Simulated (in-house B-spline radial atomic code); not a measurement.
**Solving the quasi-particle equation for 6s up of neutral gold**

Configuration [Xe] 4f14 5d10 6s1, highest spin, start Hartree-Fock; correlation leaves out the 5 deepest shells. Computed with a B-spline radial code for spherical atoms: all electrons, scalar-relativistic (spin-free one-electron X2C), finite nucleus, each spin shell either full or empty, empty states to l = 9 with an (l + 1/2)⁻⁴ tail; G0W0 by contour deformation at full frequency.

RPA overbinds a lone outer s electron by self-correlation, and G0W0 tends to as well.

At the mean-field level ε = -7.948 eV the matrix elements are Σx = -12.125 eV, v_xc = -12.125 eV and Σc(ε) = -1.341 eV, and the slope of the correlation self-energy is dΣc/dω = -0.0459. The quasi-particle energy solves E = ε + Σx − v_xc + Σc(E).

**Question.** What does the linearised equation give?

**Answer.** Z = 1/(1 − dΣc/dω) = 1/1.0459 = 0.9561. The first-order shift is Σx − v_xc + Σc(ε) = -12.125 − (-12.125) + (-1.341) = -1.341 eV, so E ≈ ε + Z × shift = -7.948 + 0.9561 × (-1.341) = -9.230 eV.

**Question.** How does that compare with the full solution and with static screening?

**Answer.** Solving the equation at full frequency dependence gives E = -9.230 eV, where Σc = -1.281 eV and the weight is 0.954; the linearised value is off by 0 meV. Leaving Z out would give -9.289 eV. Static COHSEX puts -2.480 eV in place of Σc and gives -10.428 eV, 1.20 eV deeper. The tabulated removal energy is 9.226 eV (NIST, measured); the run leaves out spin-orbit coupling, Breit and QED terms.
